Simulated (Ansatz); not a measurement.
Start from `F[SiH2][AlH][Cl]` and change one atom or group to get `O[SiH2][AlH][Cl]`.

Ansatz, PBE0-D4/def2-TZVP geometries, multiplicity 1. Each molecule was computed in one conformer, which needn't be the lowest.

| property | `F[SiH2][AlH][Cl]` |
| --- | --- |
| LUMO energy (PBE0/def2-TZVPP) / eV | -2.14 |
| HOMO–LUMO gap (B3LYP/def2-TZVPP) / eV | 5.35 |
| HOMO energy (PBE0/def2-TZVPP) / eV | -7.85 |
| LUMO energy (B3LYP/def2-TZVPP) / eV | -2.31 |
| HOMO–LUMO gap (PBE/def2-TZVPP) / eV | 3.81 |
| size of the dipole moment (B3LYP/def2-TZVPP) / D | 2.02 |

Give the same properties after the change, and the shifts. (Estimate.)

Ansatz gave: 
```csv
property,`O[SiH2][AlH][Cl]`,shift
LUMO energy (PBE0/def2-TZVPP) / eV,-2.06,0.08
HOMO–LUMO gap (B3LYP/def2-TZVPP) / eV,5.19,-0.16
HOMO energy (PBE0/def2-TZVPP) / eV,-7.61,0.24
LUMO energy (B3LYP/def2-TZVPP) / eV,-2.23,0.08
HOMO–LUMO gap (PBE/def2-TZVPP) / eV,3.67,-0.14
size of the dipole moment (B3LYP/def2-TZVPP) / D,1.19,-0.83
```

With PBE0 the HOMO rises by 0.24 eV and the LUMO rises by 0.08 eV, so the gap narrows by about 0.16 eV. PBE moves the HOMO by 0.22 eV and ωB97M-V by 0.25 eV. The zero-point energy changes by 29.5 kJ/mol with +3 modes. Dipoles are sizes alone; their direction can turn.

B3LYP here is the variant with VWN-RPA as its local correlation; programs differ in this.
